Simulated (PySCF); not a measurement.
BrH2NSi, SMILES N[Si]Br (connectivity only; charge and spin as stated), neutral, multiplicity 1. Atoms are numbered in the order given.

```xyz
5

Si     0.7498    -1.1395     0.0000
Br    -0.0858     0.9820     0.0000
N     -0.7279    -1.9802     0.0000
H     -1.6489    -1.5669     0.0000
H     -0.7486    -2.9894     0.0000
```
Charge 0, spin multiplicity 1.

Coordinates come from a PBE0-D3(BJ)/def2-TZVP optimisation. Other conformers were not sampled.

Calculation: B3LYP/def2-TZVPD (PySCF).

ESP charges are fitted to the potential on shells at 1.4 to 2.0 van der Waals radii. Atomic charges (e):

| atom | ESP fit | meta-Löwdin |
|---|---|---|
| Si1 | 0.08 | 0.46 |
| Br2 | -0.14 | -0.29 |
| N3 | -0.51 | -0.65 |
| H4 | 0.27 | 0.24 |
| H5 | 0.30 | 0.24 |
